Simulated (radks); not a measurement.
The numbers below are computed, except where a source is named.
Q: Successive ionisation energies (eV) of one element, from differences of total energies of ions in their ground configurations, starting at charge 0: 10.508, 19.220, 35.380, 49.201, 63.897, 79.324, 95.356, 117.25, 135.14, 153.54. Code: a radial shooting solver on a logarithmic mesh with Libxc functionals. Model: scalar-relativistic Kohn-Sham, PBEsol, spin-polarised, spherical densities, finite nucleus; open shells are filled with parallel spins first (spin-orbit coupling, left out, can overturn this in heavy ions); Fermi nuclear charge, rms radius 5.4648 fm. Which element is it?

A: Mercury (Z = 80). The first species listed is Hg in [Hg], the last Hg9+ in [Xe] 4f14 5d3.
